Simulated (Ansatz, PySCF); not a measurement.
Si(H)(Br)(NH2)2 (BrH₅N₂Si), SMILES N[SiH](N)Br.

Geometry optimised at B3LYP-D3(BJ)/def2-SVP. The structure was generated by enumeration, and PubChem lists no compound with its InChIKey, so it may never have been made. The values are those of a single conformer.

Vertical ionisation energy (IE) and electron affinity (EA) in eV. Rows of orbital energies are one-electron estimates. Where ΔSCF, EOM or ADC give a negative EA the extra electron is unbound and the value depends on the basis.

```
level                                                                  IE     EA
-------------------------------------------------------------------  ----  -----
−ε(HOMO), −ε(LUMO), CAM-B3LYP/def2-TZVP (PySCF)                      9.07  -1.60
−ε(HOMO), −ε(LUMO), PBE/def2-TZVP (PySCF)                            6.30   0.06
ΔSCF, PBE0/def2-SVPD (Ansatz), final states of multiplicity 2 and 2  9.72  -1.43
ΔSCF, PBE/def2-SVPD (Ansatz), final states of multiplicity 2 and 2   9.24  -1.22
```

### Question
What vertical singlet–triplet gap does ΔSCF give with PBE0/def2-SVPD (Ansatz, an electronic-structure program) and with PBE/def2-SVPD (Ansatz)? (The exact figures need the calculation; the answer reports its results.)

### Answer
6.45 and 6.01 eV (triplet above singlet where positive).
